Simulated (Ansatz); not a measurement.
Start from `[NH]=[W](=[NH])([OH])[Cl]` and change one atom or group to get `[NH]=[W](=[NH])([Cl])[Cl]`.

Ansatz, PBE0-D4/def2-TZVP geometries, multiplicity 1. Each molecule was computed in one conformer, which needn't be the lowest.

Elements past krypton have def2 core potentials.

| property | `[NH]=[W](=[NH])([OH])[Cl]` |
| --- | --- |
| HOMO–LUMO gap (B3LYP/def2-TZVPP) / eV | 5.97 |
| HOMO–LUMO gap (PBE/def2-TZVPP) / eV | 4.32 |
| LUMO energy (ωB97M-V/def2-TZVPP) / eV | 0.60 |
| LUMO energy (B3LYP/def2-TZVPP) / eV | -1.71 |
| zero-point energy (PBE0-D4/def2-TZVP) / kJ/mol | 112.8 |
| ideal-gas entropy at 298 K and 1 bar (rigid rotor, harmonic PBE0-D4/def2-TZVP) / J/(mol·K) | 357 |

Task: Give the same properties after the change, and the shifts. (Estimate.)

Result: Computed: 
| property | `[NH]=[W](=[NH])([Cl])[Cl]` | shift |
| --- | --- | --- |
| HOMO–LUMO gap (B3LYP/def2-TZVPP) / eV | 5.42 | -0.55 |
| HOMO–LUMO gap (PBE/def2-TZVPP) / eV | 3.80 | -0.52 |
| LUMO energy (ωB97M-V/def2-TZVPP) / eV | -0.33 | -0.93 |
| LUMO energy (B3LYP/def2-TZVPP) / eV | -2.56 | -0.85 |
| zero-point energy (PBE0-D4/def2-TZVP) / kJ/mol | 81.1 | -31.7 |
| ideal-gas entropy at 298 K and 1 bar (rigid rotor, harmonic PBE0-D4/def2-TZVP) / J/(mol·K) | 356 | -1 |

With PBE0 the HOMO falls by 0.31 eV and the LUMO falls by 0.88 eV, so the gap narrows by about 0.57 eV. PBE moves the HOMO by -0.31 eV and ωB97M-V by -0.29 eV. The zero-point energy changes by -31.7 kJ/mol with -3 modes.

B3LYP here is the variant with VWN-RPA as its local correlation; programs differ in this.
